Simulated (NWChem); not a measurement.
# SiHI2F; SMILES I[SiH](I)F

Results from NWChem. Medium grid unless said otherwise, to which SCAN and Minnesota functionals are sensitive. The geometry was optimised at PBE-D3(BJ)/def2-SVP. def2 effective core potentials on I; no spin-orbit coupling.

For level LC-wPBE (HJS exchange hole, range parameter 0.4 per bohr)/def2-SVP:

```yaml
highest occupied level (eV): -10.48
orbital gap (eV): 11.01
```

Question: What are these values for level M06-2X/def2-SVP?

Answer: highest occupied level (eV): -9.02
orbital gap (eV): 8.12
